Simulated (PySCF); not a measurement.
**Question.** Give a PBE0-D3(BJ)/def2-SVP geometry of WO2(SMe)2, `C[S][W](=[O])(=[O])[S]C`. (Singlet state.)

**Answer.** 
```
atom  x, y, z in Å
W1     0.101   -0.511    0.802
O2     0.307   -0.712    2.482
O3     1.627   -0.646    0.049
S4    -0.751    1.627    0.371
C5     0.596    2.695    0.998
H6     0.742    2.539    2.075
H7     0.279    3.731    0.822
H8     1.532    2.502    0.457
S9    -1.358   -2.125    0.001
C10   -0.828   -2.256   -1.747
H11   -0.800   -1.275   -2.238
H12   -1.574   -2.886   -2.248
H13    0.158   -2.735   -1.802
```

Orientation and origin are arbitrary. Atoms count from 1 in this order. The S–W distances run from 2.319 Å (W1–S9) to 2.342 Å (W1–S4), a spread of 0.023 Å. W1 (tungsten bonded to 2 O and 2 S) is tetrahedral (angles from 108.4° to 110.8°).

Bonds between heavy atoms (Å): W1–O2 1.704, W1–O3 1.707, W1–S4 2.342, W1–S9 2.319, S4–C5 1.829, S9–C10 1.831.

Computed with PBE0-D3(BJ)/def2-SVP geometry optimisation, gas phase, def2 core potentials past Kr in PySCF.

Point group: C1 (no symmetry element, even within 0.4 Å). Not checked by PBE0-D3(BJ)/def2-SVP frequencies. Torsions: O2–W1–S4–C5 63°, O2–W1–S9–C10 -154°.
